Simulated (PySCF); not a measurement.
Species: C2H6N2SeSi.
SMILES with atom numbers: `[N:1]#[C:2][Si@H:3]([NH2:4])[CH2:5][SeH:6]` (hydrogens: H7 on Si3; H8, H9 on N4; H10, H11 on C5; H12 on Se6)

Computed by this run: PBE0-D3(BJ)/def2-SVP geometry optimisation, gas phase (PySCF); density fitting, grid level 1; the optimiser is geomeTRIC in internal coordinates, started from a GFN2-xTB structure with every atom displaced at random (about 0.01 Å).

Step 0: E = -78348.2990 eV
```
atom  x, y, z in Å  |  force x, y, z in eV/Å
N1     -2.3571   -1.8414   -1.6111   -1.649  -1.725  -1.738
C2     -1.7109   -1.1726   -0.9554    1.456   1.673   1.802
Si3    -0.6558   -0.1227    0.1573    1.589   0.017  -0.648
N4     -0.7731    1.4878   -0.4028   -1.755  -0.263  -0.316
C5      1.1755   -0.6182   -0.1504   -0.733   0.246   1.545
Se6     2.4294    0.5115    0.8839   -0.049   0.103  -0.517
H7     -1.0076   -0.4463    1.5503   -0.208  -0.094   0.309
H8     -1.6949    1.9308   -0.4579    0.344  -0.191  -0.047
H9     -0.0907    2.1680   -0.1719    1.005   0.630   0.367
H10     1.4617   -0.4590   -1.1696    0.153   0.132  -1.053
H11     1.3772   -1.6519    0.1256    0.039  -0.399  -0.056
H12     1.8861    0.1858    2.1929   -0.191  -0.129   0.351
```

**Question.** Estimate the geometry and energy of step 1. (The exact step hangs on the optimiser's Hessian estimate; all steps are aligned on step 0, rigid shifts and turns removed.)

**Answer.** E = -78348.4141 eV, largest force 0.578 eV/Å
```
atom  x, y, z in Å  |  force x, y, z in eV/Å
N1     -2.5226   -1.7585   -1.5772    0.180   0.132   0.130
C2     -1.7550   -1.1484   -0.9538   -0.136  -0.251  -0.281
Si3    -0.5724   -0.1629    0.0926   -0.052   0.041   0.551
N4     -0.7803    1.4695   -0.3588    0.458   0.279  -0.095
C5      1.2314   -0.6432   -0.1216   -0.203   0.075  -0.536
Se6     2.3558    0.6097    0.8729    0.020  -0.049   0.190
H7     -0.9719   -0.5191    1.4922    0.030  -0.048  -0.016
H8     -1.6817    1.9013   -0.5072   -0.057   0.017   0.009
H9     -0.0434    2.1329   -0.1095   -0.309  -0.183  -0.066
H10     1.5029   -0.4863   -1.1851    0.038  -0.068   0.240
H11     1.4656   -1.6841    0.1419   -0.007   0.017   0.033
H12     1.8113    0.2608    2.2047    0.038   0.037  -0.159
```

The energy changes by -0.1151 eV. The first-order estimate −F·Δx gives -0.3294 eV and the mean of the old and new forces, exact on a quadratic surface, -0.1060 eV. The step makes an angle of 80° with the force vector and moves no atom by more than 0.188 Å.

What follows is the cost of the whole optimisation. On an Arm Neoverse V1 with one thread, shared host with 64 logical CPUs at a one-minute load of 34, this took 75 s of wall time and 0.54 GiB of memory at its peak.
